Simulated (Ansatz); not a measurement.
Computed with PBE0-D4/def2-SVP (Ansatz, an electronic-structure program). No frequencies were computed at this level.

Ansatz 0.2 input:
```yaml
crystal:
  periodic: [false, false, false]
  atoms:
    - { symbol: B, position_ang: [3.781171, 0.664531, -0.276481] }
    - { symbol: C, position_ang: [2.295695, 0.345622, -0.150181] }
    - { symbol: C, position_ang: [1.711313, -0.83074, 0.240179] }
    - { symbol: C, position_ang: [0.295298, -0.809001, 0.256152] }
    - { symbol: C, position_ang: [-0.590372, -1.835269, 0.603109] }
    - { symbol: C, position_ang: [-1.945127, -1.599523, 0.548856] }
    - { symbol: C, position_ang: [-2.434599, -0.35637, 0.154251] }
    - { symbol: C, position_ang: [-1.604874, 0.708937, -0.20363] }
    - { symbol: B, position_ang: [-2.178949, 2.073888, -0.634073] }
    - { symbol: C, position_ang: [-0.222362, 0.444715, -0.140954] }
    - { symbol: S, position_ang: [1.05678, 1.545223, -0.518327] }
    - { symbol: H, position_ang: [4.56131, -0.167037, -0.018133] }
    - { symbol: H, position_ang: [4.127337, 1.724286, -0.625728] }
    - { symbol: H, position_ang: [2.285677, -1.699685, 0.512159] }
    - { symbol: H, position_ang: [-0.200912, -2.795598, 0.907903] }
    - { symbol: H, position_ang: [-2.638956, -2.3838, 0.814246] }
    - { symbol: H, position_ang: [-3.503571, -0.204764, 0.122568] }
    - { symbol: H, position_ang: [-1.457836, 2.947785, -0.921302] }
    - { symbol: H, position_ang: [-3.337024, 2.226798, -0.670612] }
basis:
  gaussian: { orbitals: def2-svp }
hamiltonian:
  xc: pbe0
  dispersion: d4
relax:
  max_steps: 150
```

Output:

```
Functional definition: PBE0
2292 factors; integrals over basis functions are off by at most 3.9e-4 eV
mean field evaluation 1: about -20576.2819 eV, gradient 6.2e1 eV
mean field evaluation 2: about -20565.2038 eV, gradient 8.9e1 eV
mean field evaluation 4: about -20586.9854 eV, gradient 1.0e1 eV
mean field evaluation 8: about -20587.3638 eV, gradient 7.0e-1 eV
mean field evaluation 16: about -20587.3651 eV, gradient 4.2e-4 eV
mean field -20587.36507473 eV, -756.5717118790 hartree, gradient 4.6e-5 eV, S^2 0.000000; 0 other end points of the search recorded, 0 dependent functions left out
reference -20587.36511114 eV, -756.5717132171 hartree; 41, 41 occupied and 157, 157 virtual orbitals, 2292 factors
relax step   1: F+E_penalty+E_count = -20587.96273650 eV  Δ(F+E_penalty+E_count) = +0.000e0 eV  max|allowed force component| = 1.029e0 eV/Å  Δτ_max = 0.0000 Å  (31 SCF iters, accepted)
these checks for a lower state are left out or cut short: starts, cluster_reference, orbital_swaps, neighbouring_geometries, increment
2292 factors; integrals over basis functions are off by at most 4.5e-4 eV
mean field -20587.47067738 eV, -756.5755927047 hartree, gradient 1.4e-5 eV, S^2 0.000000; 0 other end points of the search recorded, 0 dependent functions left out
reference -20587.47071401 eV, -756.5755940512 hartree; 41, 41 occupied and 157, 157 virtual orbitals, 2292 factors
relax step   2: F+E_penalty+E_count = -20588.06620138 eV  Δ(F+E_penalty+E_count) = -1.035e-1 eV  max|allowed force component| = 3.316e-1 eV/Å  Δτ_max = 0.0380 Å  (34 SCF iters, accepted)
these checks for a lower state are left out or cut short: starts, cluster_reference, orbital_swaps, neighbouring_geometries, increment
2292 factors; integrals over basis functions are off by at most 4.8e-4 eV
mean field evaluation 32: about -20587.4819 eV, gradient 5.3e-4 eV
mean field -20587.48187633 eV, -756.5760042587 hartree, gradient 1.7e-5 eV, S^2 0.000000; 0 other end points of the search recorded, 0 dependent functions left out
reference -20587.48191306 eV, -756.5760056085 hartree; 41, 41 occupied and 157, 157 virtual orbitals, 2292 factors
relax step   3: F+E_penalty+E_count = -20588.07670293 eV  Δ(F+E_penalty+E_count) = -1.050e-2 eV  max|allowed force component| = 9.235e-2 eV/Å  Δτ_max = 0.0168 Å  (34 SCF iters, accepted)
these checks for a lower state are left out or cut short: starts, cluster_reference, orbital_swaps, neighbouring_geometries, increment
2292 factors; integrals over basis functions are off by at most 4.8e-4 eV
mean field -20587.48218909 eV, -756.5760157523 hartree, gradient 1.0e-5 eV, S^2 0.000000; 0 other end points of the search recorded, 0 dependent functions left out
reference -20587.48222582 eV, -756.5760171022 hartree; 41, 41 occupied and 157, 157 virtual orbitals, 2292 factors
relax step   4: F+E_penalty+E_count = -20588.07712360 eV  Δ(F+E_penalty+E_count) = -4.207e-4 eV  max|allowed force component| = 1.572e-2 eV/Å  Δτ_max = 0.0064 Å  (28 SCF iters, accepted)
these checks for a lower state are left out or cut short: starts, cluster_reference, orbital_swaps, neighbouring_geometries, increment
2292 factors; integrals over basis functions are off by at most 4.8e-4 eV
mean field -20587.48219464 eV, -756.5760159563 hartree, gradient 8.1e-5 eV, S^2 0.000000; 0 other end points of the search recorded, 0 dependent functions left out
reference -20587.48223137 eV, -756.5760173063 hartree; 41, 41 occupied and 157, 157 virtual orbitals, 2292 factors
relax step   5: F+E_penalty+E_count = -20588.07714355 eV  Δ(F+E_penalty+E_count) = -1.995e-5 eV  max|allowed force component| = 8.199e-3 eV/Å  Δτ_max = 0.0041 Å  (23 SCF iters, accepted)
2292 factors; integrals over basis functions are off by at most 4.8e-4 eV
mean field evaluation 64: about -20587.4822 eV, gradient 5.3e-5 eV
mean field -20587.48219464 eV, -756.5760159563 hartree, gradient 8.1e-5 eV, S^2 0.000000; 1 other end points of the search recorded, 0 dependent functions left out
reference -20587.48223137 eV, -756.5760173063 hartree; 41, 41 occupied and 157, 157 virtual orbitals, 2292 factors
Total energy: -20588.07718029 eV, -756.5978812756 hartree
Atom 0 at     3.787127     0.668307    -0.277640 Å, force     0.002267    -0.003716     0.001107 eV/Å
Atom 1 at     2.298790     0.355099    -0.152057 Å, force     0.004690     0.008199    -0.002073 eV/Å
Atom 2 at     1.727014    -0.836861     0.242637 Å, force    -0.002235     0.000499    -0.000486 eV/Å
Atom 3 at     0.304299    -0.812883     0.257886 Å, force    -0.001756     0.002249    -0.000737 eV/Å
Atom 4 at    -0.597898    -1.839222     0.604233 Å, force     0.000646     0.000844    -0.000677 eV/Å
Atom 5 at    -1.960443    -1.606112     0.550749 Å, force    -0.001632     0.001129    -0.000390 eV/Å
Atom 6 at    -2.445775    -0.349923     0.152480 Å, force    -0.000087    -0.003265     0.001908 eV/Å
Atom 7 at    -1.602690     0.711657    -0.204072 Å, force     0.001812     0.002336    -0.001487 eV/Å
Atom 8 at    -2.191211     2.065786    -0.631867 Å, force    -0.000628    -0.000051     0.000068 eV/Å
Atom 9 at    -0.209411     0.450132    -0.142108 Å, force     0.000639    -0.002711     0.001688 eV/Å
Atom 10 at     1.069491     1.544310    -0.516465 Å, force    -0.001939    -0.004467     0.000926 eV/Å
Atom 11 at     4.585166    -0.199214    -0.010070 Å, force     0.000954    -0.001682     0.000532 eV/Å
Atom 12 at     4.171655     1.755780    -0.635712 Å, force    -0.002856     0.001885    -0.000455 eV/Å
Atom 13 at     2.325019    -1.708691     0.514839 Å, force    -0.000123    -0.001791     0.000428 eV/Å
Atom 14 at    -0.211439    -2.813993     0.913104 Å, force     0.000527     0.000448    -0.000004 eV/Å
Atom 15 at    -2.661387    -2.399525     0.818513 Å, force    -0.000490     0.000377    -0.000230 eV/Å
Atom 16 at    -3.525828    -0.183988     0.116238 Å, force     0.000172    -0.000233     0.000024 eV/Å
Atom 17 at    -1.471787     2.986947    -0.940616 Å, force     0.000375     0.000331    -0.000256 eV/Å
Atom 18 at    -3.390693     2.212390    -0.660069 Å, force    -0.000336    -0.000383     0.000114 eV/Å
Dipole moment:    -0.234511    -0.513756     0.169862 e Å
```

Cost: around 2.5 core-minutes (rough).
